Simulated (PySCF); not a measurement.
First-order multiplets

Numbering as in the mapped SMILES `[F:1][c:2]1[cH:3][cH:4][cH:5][cH:6][c:7]1[Br:8]`; H(Xn) means a hydrogen on atom n.

Non-relativistic, one conformer, in vacuum. PBE0-D3(BJ)/def2-SVP geometry; J couplings at B3LYP/pcJ-1 (pcSseg-1 on Br) (spin–dipole term only in couplings to heteroatoms); shielding tensors at PBE0/pcSseg-1 (GIAO); PySCF 2.14.

Chemical shifts δ = σref − σ; 1H, 13C vs TMS; 19F vs CFCl3, all at this level.

Spectrometer: 500 MHz for 1H. First-order analysis; couplings under 1 Hz (under 4 Hz in carbon signals) are ignored, and nearly equal couplings are merged; the smaller ones broaden or split the lines further.

Q: What pattern does H(C3) show (1H)?

A: A doublet of doublets of doublets at δ 7.21: 9.2 Hz to H(C4) (1 × 1H, 3 bonds away), 8.7 Hz to F1 (1 × 19F, 3 bonds away), 1.2 Hz to H(C5) (1 × 1H, 4 bonds away). Lines in Hz from the centre (relative intensity): +9.6 (1), +8.3 (1), +0.8 (1), +0.3 (1), -0.3 (1), -0.8 (1), -8.3 (1), -9.6 (1). The outer lines are 19.1 Hz apart, the sum of the couplings kept, or 0.038 ppm at this field.

Q: What pattern does F1 show (19F)?

A: A doublet of doublets of doublets at δ -102.9: 8.7 Hz to H(C3) (1 × 1H, 3 bonds away), 6.4 Hz to H(C6) (1 × 1H, 4 bonds away), 4.4 Hz to H(C4) (1 × 1H, 4 bonds away). Lines in Hz from the centre (relative intensity): +9.8 (1), +5.3 (1), +3.4 (1), +1.1 (1), -1.1 (1), -3.4 (1), -5.3 (1), -9.8 (1). The outer lines are 19.5 Hz apart, the sum of the couplings kept, or 0.041 ppm at this field.

Q: What pattern does C3 show in the proton-coupled 13C spectrum?

A: A doublet of doublets of doublets at δ 121.6: 171.1 Hz to H(C3) (1 × 1H, 1 bond away), 20.4 Hz to F1 (1 × 19F, 2 bonds away), 9.2 Hz to H(C5) (1 × 1H, 3 bonds away). Lines in Hz from the centre (relative intensity): +100.3 (1), +91.2 (1), +80.0 (1), +70.8 (1), -70.8 (1), -80.0 (1), -91.2 (1), -100.3 (1). The outer lines are 200.7 Hz apart, the sum of the couplings kept, or 1.596 ppm at this field.

Q: What pattern does H(C6) show (1H)?

A: A doublet of doublets of doublets at δ 7.64: 9.2 Hz to H(C5) (1 × 1H, 3 bonds away), 6.4 Hz to F1 (1 × 19F, 4 bonds away), 1.4 Hz to H(C4) (1 × 1H, 4 bonds away). Lines in Hz from the centre (relative intensity): +8.5 (1), +7.1 (1), +2.1 (1), +0.7 (1), -0.7 (1), -2.1 (1), -7.1 (1), -8.5 (1). The outer lines are 17.0 Hz apart, the sum of the couplings kept, or 0.034 ppm at this field.

Relativistic effects, spin–orbit coupling among them, are left out; they matter for Br and for the light atoms bonded to it. Unscaled 3J(H,H) at this level run about 10 % above measured values.
